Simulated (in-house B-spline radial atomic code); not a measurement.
Ga²⁺: [Ar] 3d10 4s1

Computed with a B-spline radial code for spherical atoms: Dirac-Kohn-Sham HSE06, spherical fractional occupations, Fermi nucleus of rms radius 3.9973 fm.

Screening seen three ways: the hydrogenic charge with the same mean radius, Z_r = [3n² - l(l+1)]/(2<r>), the one with the same energy, Z_e = n√(-2ε), and Slater's rules. Values are occupation-weighted means over j.

| shell | electrons | ε (eV) | <r> (bohr) | Z_r | Z_e | Slater |
| --- | --- | --- | --- | --- | --- | --- |
| 1s | 2 | -10302 | 0.04859 | 30.87 | 27.52 | 30.70 |
| 2s | 2 | -1301.9 | 0.2173 | 27.61 | 19.56 | 26.85 |
| 2p | 6 | -1134.7 | 0.1906 | 26.23 | 18.26 | 26.85 |
| 3s | 2 | -176.12 | 0.6513 | 20.73 | 10.79 | 19.75 |
| 3p | 6 | -125.15 | 0.6791 | 18.41 | 9.10 | 19.75 |
| 3d | 10 | -42.341 | 0.7943 | 13.22 | 5.29 | 9.85 |
| 4s | 1 | -25.797 | 2.102 | 11.42 | 5.51 | 5.70 |

The least bound orbital is 4s1/2 at -25.8 eV, and it is also the most diffuse (<r> = 2.102 bohr).

Spin-orbit splittings of the orbital energies (j = l + 1/2 above j = l - 1/2 when positive): 2p 27.74 eV, 3p 3.681 eV, 3d 0.4818 eV.

For the 1s electron the small component carries 1.26 % of the norm, the zero-frequency Breit interaction raises the level by 14.63 eV, self-energy by 7.534 eV, and vacuum polarisation lowers it by 0.7124 eV.

The density falls to 0.001 bohr⁻³ at 3.313 bohr; Σ<r²> = 17.783 bohr² gives, by the non-relativistic formula and without the paramagnetism of open shells, a Langevin diamagnetic susceptibility of -14.08×10⁻⁶ cm³/mol.

Caution: exact exchange at fractional occupations of open shells leaves self-interaction of up to several eV.
